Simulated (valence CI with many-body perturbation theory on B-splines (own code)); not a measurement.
**Ge19+: electric-dipole lines**

Computed by configuration interaction combined with many-body perturbation theory (CI+MBPT): three valence electrons over a frozen Dirac-Fock core [Ne], radial functions for each j: 11 s, 11 p, 10 d, 8 f, 5 g, 2 h, with the one-electron correlation potential Σ1, the two-electron term Σ2, the three-electron term Σ3, Breit, model QED; selected CI, second order for the rest, scaled by the run's own slope (own B-spline code, finite nucleus).

No measured levels were compared; by estimate levels of excited configurations hold to 0.05 to 0.15 % of their energy, terms of the ground configuration to about 0.5 %.

Lines 101 to 150 of 583 in falling wavelength, among levels below 3008200 cm⁻¹, chosen from the strongest by gf and those to the six lowest levels. Wavelengths and rates use the calculated energies, so an error of 400 cm⁻¹ moves a line at 21.47 nm by 0.086 % and its rate by three times that or more. Electric multipoles are in the length gauge, E1 and E2 with the static RPA response of the core. Weak lines are less certain than strong ones. Lines between different terms over intervals too small for the method are left out, as are lines whose strength nearly cancels. Where a level lies close to another of its J and parity, the split of strength between their lines is uncertain. The highest levels of a list are the least certain.

Names give the largest LS component (configuration and term), which can be under half, so a name can repeat, a term be missing and a line seem to break the LS rules; names also repeat where a configuration has a term twice. Letters in brackets count levels of one name in rising energy.

```
λ vac (nm)              Upper               Lower   A (s⁻¹)  S (a.u.) with core polarisation  S without
     21.47   3p²3d ²D_3/2 [b]  3s3p3d ²D°_3/2 [b]  8.16e+09                         1.60e-01   1.65e-01
     21.39       3p²3d ⁴F_5/2      3s3p3d ⁴F°_5/2  7.99e+09                         2.32e-01   2.39e-01
     21.38  3p3d² ²P°_1/2 [c]        3s3d² ²S_1/2  1.79e+10                         1.72e-01   1.78e-01
     21.35         3d³ ²P_3/2   3p3d² ²D°_5/2 [b]  5.76e+09                         1.11e-01   1.14e-01
     21.34  3p3d² ²G°_7/2 [a]    3p²3d ²F_7/2 [b]  2.46e+09                         9.44e-02   9.72e-02
     21.29   3p²3d ⁴P_3/2 [a]      3s3p3d ⁴D°_5/2  9.64e+09                         1.84e-01   1.89e-01
     21.24   3p²3d ²D_3/2 [b]  3s3p3d ²P°_1/2 [b]  6.94e+09                         1.31e-01   1.35e-01
     21.24  3p3d² ²D°_5/2 [a]        3s3d² ²D_5/2  8.15e+09                         2.31e-01   2.38e-01
     21.22  3p3d² ²D°_5/2 [a]        3s3d² ²D_3/2  6.01e+09                         1.70e-01   1.75e-01
     21.22       3p²3d ⁴F_7/2      3s3p3d ⁴F°_7/2  8.28e+09                         3.12e-01   3.22e-01
     21.20  3p3d² ²P°_1/2 [c]        3s3d² ²P_3/2  1.06e+10                         9.92e-02   1.02e-01
     21.08     3s3p3d ⁴F°_3/2        3s3p² ²D_3/2  6.30e+08                         1.17e-02   1.20e-02
     21.03  3p3d² ²F°_7/2 [c]        3s3d² ²G_9/2  5.64e+09                         2.07e-01   2.13e-01
     21.02  3p3d² ²P°_3/2 [c]        3s3d² ²S_1/2  7.26e+09                         1.33e-01   1.37e-01
     21.02      3p3d² ⁴F°_7/2    3p²3d ²F_5/2 [b]  4.18e+09                         1.53e-01   1.58e-01
     20.99       3s3p² ²P_1/2       3s²3p ²P°_3/2  1.24e+08                         1.13e-03   1.18e-03
     20.96         3d³ ²G_7/2   3p3d² ²F°_5/2 [d]  1.64e+10                         5.96e-01   6.14e-01
     20.88  3p3d² ²F°_7/2 [c]        3s3d² ²D_5/2  7.07e+09                         2.54e-01   2.62e-01
     20.88         3d³ ²H_9/2   3p3d² ²G°_7/2 [b]  3.20e+10                         1.44e+00   1.48e+00
     20.85  3p3d² ²P°_3/2 [c]        3s3d² ²P_3/2  3.08e+10                         5.51e-01   5.67e-01
     20.84   3p²3d ²D_5/2 [a]  3s3p3d ²D°_5/2 [a]  3.63e+09                         9.74e-02   1.01e-01
     20.83  3p3d² ²P°_1/2 [c]        3s3d² ²P_1/2  1.04e+10                         9.25e-02   9.53e-02
     20.78      3p3d² ⁴S°_3/2        3s3d² ⁴P_5/2  5.19e+09                         9.19e-02   9.48e-02
     20.75  3p3d² ⁴D°_7/2 [b]        3s3d² ⁴F_9/2  6.44e+09                         2.27e-01   2.34e-01
     20.67      3p3d² ⁴S°_3/2        3s3d² ⁴P_3/2  7.56e+09                         1.32e-01   1.36e-01
     20.64   3p²3d ²D_3/2 [a]  3s3p3d ²F°_5/2 [a]  8.75e+09                         1.52e-01   1.57e-01
     20.62       3p²3d ⁴P_1/2      3s3p3d ⁴P°_3/2  1.50e+10                         1.30e-01   1.34e-01
     20.61        3p³ ²D°_5/2        3s3p² ⁴P_5/2  6.76e+08                         1.75e-02   1.81e-02
     20.59      3p3d² ⁴S°_3/2        3s3d² ⁴P_1/2  7.15e+09                         1.23e-01   1.27e-01
     20.58     3s3p3d ⁴F°_5/2        3s3p² ²D_3/2  2.92e+07                         7.54e-04   7.85e-04
     20.53      3p3d² ⁴D°_3/2        3s3d² ⁴F_5/2  7.42e+09                         1.27e-01   1.31e-01
     20.52  3p3d² ⁴D°_7/2 [b]        3s3d² ⁴F_7/2  3.40e+09                         1.16e-01   1.20e-01
     20.52       3p²3d ⁴F_9/2      3s3p3d ⁴F°_7/2  4.40e+09                         1.88e-01   1.94e-01
     20.52  3p3d² ⁴D°_5/2 [b]        3s3d² ⁴F_7/2  6.81e+09                         1.74e-01   1.80e-01
     20.52       3p²3d ⁴D_7/2      3s3p3d ⁴P°_5/2  3.06e+09                         1.04e-01   1.08e-01
     20.49        3p³ ²D°_3/2        3s3p² ⁴P_3/2  2.34e+09                         3.98e-02   4.11e-02
     20.46         3d³ ²F_7/2   3p3d² ²D°_5/2 [b]  2.50e+10                         8.47e-01   8.72e-01
     20.46       3p²3d ⁴F_7/2      3s3p3d ⁴F°_5/2  3.73e+09                         1.26e-01   1.30e-01
     20.45   3p²3d ²D_5/2 [c]  3s3p3d ²F°_7/2 [b]  1.17e+10                         2.95e-01   3.05e-01
     20.43  3p3d² ²D°_5/2 [b]        3s3d² ²F_7/2  1.50e+10                         3.79e-01   3.90e-01
     20.41        3d³ ²H_11/2   3p3d² ²G°_9/2 [b]  4.18e+10                         2.10e+00   2.17e+00
     20.40      3p3d² ⁴D°_3/2        3s3d² ⁴F_3/2  6.81e+09                         1.14e-01   1.18e-01
     20.39         3d³ ²F_5/2   3p3d² ²D°_3/2 [d]  2.56e+10                         6.41e-01   6.60e-01
     20.36  3p3d² ²G°_7/2 [a]    3p²3d ²F_5/2 [b]  1.03e+10                         3.42e-01   3.52e-01
     20.35  3p3d² ⁴D°_5/2 [b]        3s3d² ⁴F_5/2  5.00e+09                         1.25e-01   1.29e-01
     20.29   3p²3d ²D_3/2 [b]  3s3p3d ²F°_5/2 [b]  1.53e+10                         2.53e-01   2.61e-01
     20.28   3p²3d ²F_7/2 [b]  3s3p3d ²F°_7/2 [a]  1.67e+10                         5.50e-01   5.67e-01
     20.27  3p3d² ⁴D°_1/2 [b]        3s3d² ⁴F_3/2  1.98e+10                         1.63e-01   1.68e-01
     20.24  3p3d² ²D°_3/2 [d]        3s3d² ²F_5/2  1.22e+10                         1.99e-01   2.05e-01
     20.24        3p³ ⁴S°_3/2        3s3p² ⁴P_5/2  1.92e+10                         3.14e-01   3.24e-01
```
